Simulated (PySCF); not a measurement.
# Hf (hafnium, neutral) across methods

[Xe] 4f14 5d2 6s2, high-spin 3F determinant. Computed with PySCF 2.14 in x2c-TZVPPall with one added diffuse shell each of s, p, d, f type (12s8p8d4f1g, 113 functions), with scalar relativity by spin-free X2C-1e.

| method | E (hartree) | mean ε 6s α (eV) | mean ε 6s β (eV) | mean ε 5d α (eV) | Σ⟨r²⟩ (bohr²) | ⟨S²⟩ |
| --- | --- | --- | --- | --- | --- | --- |
| PBE | -15078.57 | -5.348 | -4.594 | -3.350 | 72.77 | 2.003 |
| UHF | -15073.40836 | -7.108 | -5.858 | -7.343 | 74.88 | 2.017 |
| PBE0 | -15078.33 | -5.931 | -5.134 | -4.421 | 72.59 | 2.004 |
| r2SCAN | -15078.67 | -5.415 | -4.639 | -3.759 | 72.66 | 2.012 |

(1) Estimate the same row for LDA.

Spin-orbit coupling, absent here, splits the open shell strongly.

Answers

(1) E (hartree) = -15068.72; mean ε 6s α (eV) = -5.525; mean ε 6s β (eV) = -4.809; mean ε 5d α (eV) = -3.341; Σ⟨r²⟩ (bohr²) = 72.16; ⟨S²⟩ = 2.003.
